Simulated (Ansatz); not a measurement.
Reaction (hydrogen abstraction from the Si–H bond): `CO[SiH2]N` + H• → `CO[SiH]N`• + H₂

Computed with Ansatz on PBE0-D4/def2-TZVP structures; ΔE is electronic, products minus reactants. CCSD(T)/CBS adds triple-zeta CCSD(T) − MP2 to the extrapolated MP2 energy (def2 sets, frozen cores). This one scheme is used for every species, atoms too. DFT in def2-TZVPP. No spin–orbit coupling; open shells (•) take unrestricted orbitals. Each species was taken in one conformer, which may not be the lowest.

CCSD(T)/CBS gives -0.40 eV.

(1) Another level gave -0.52 eV. Which?
A. PBE-D4/def2-TZVPP
B. SCS-MP2/def2-TZVPP
C. MP2/def2-TZVPP
D. B2PLYP/def2-TZVPP

Largest T1 diagnostic among the species: 0.014.

## Answers

(1) A. PBE-D4 -0.52, SCS-MP2/def2-TZVPP -0.32, B2PLYP -0.45, MP2/def2-TZVPP -0.27 eV.

From PBE to PBE0 (25 % exact exchange), in def2-TZVPP and without D4, ΔE moves by +0.10 eV. In def2-TZVPP, CCSD(T) changes the Hartree–Fock value by −0.26 eV (the triples alone add −0.00 eV) and MP2 by −0.14 eV.
